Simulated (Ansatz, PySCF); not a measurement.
Pair of molecules: NH3 (SMILES N) (first 4 atoms) with PH3 (SMILES P); geometry from B3LYP-D3(BJ)/def2-TZVP, rigid monomers moved along the line of their centres of mass till N1···P5 is 2.90 Å.
(charge 0, multiplicity 1):
```xyz
8

N     -0.0643    -0.1165     0.0765
H     -0.9063    -0.6806     0.0766
H     -0.3421     0.8358    -0.1314
H      0.5202    -0.4387    -0.6864
P     -0.0954     0.3948     2.9322
H      1.1501     0.8949     2.4844
H      0.2636     0.4671     4.3076
H      0.2922    -0.9601     2.8053
```

Monomers are frozen at their geometry in the pair; levels with a basis set take the counterpoise correction.

Frozen-core correlation.

Run with Ansatz (Gaussian orbitals); PySCF for the dispersion terms. Each number belongs to the level named beside it.

Problem. Predict the interaction energy from CCSD(T)/aug-cc-pV(D+d)Z.

Solution. 9 meV

Problem. Predict the interaction energy from MP2/aug-cc-pV(T+d)Z.

Solution. -28 meV

Problem. Predict the interaction energy from PBE0-D3(BJ)/def2-TZVPPD.

Solution. -49 meV

Ansatz is an electronic-structure program.
